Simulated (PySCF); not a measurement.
ReF₆, SMILES [F][Re]([F])([F])([F])([F])[F] (connectivity only; charge and spin as stated), neutral, multiplicity 2. Coordinates come from a r2SCAN-D4/def2-SVP optimisation. The spin state was assumed, not searched. The isomer is the one that the SMILES or the coordinates give; other isomers of the formula were not compared. The def2 effective core potentials stand for the cores of Re; spin–orbit coupling is left out.

Computed with r2SCAN-D4/def2-SVP in PySCF.

Harmonic wavenumbers (cm⁻¹): 144, 151, 151, 257, 270, 270, 277, 277, 279, 536, 537, 724, 737, 737, 747. Rotational constants (GHz): 1.985, 1.985, 1.886; symmetry number 6.

**Question.** Work out the zero-point energy and the ideal-gas rigid-rotor harmonic-oscillator thermochemistry at 298.15 K and 1 atm.

**Answer.** ZPE = ½ Σ hcν = ½ × 6095 cm⁻¹ = 8.71 kcal/mol. H − E(el) = 14.51 kcal/mol. Entropy in cal/(mol K): translation 42.99, rotation 24.60, vibration 19.78, spin 1.38, total 88.76. G − E(el) = -11.95 kcal/mol. Cp = 29.40 cal/(mol K). Modes under 150 cm⁻¹ make the vibrational entropy uncertain.
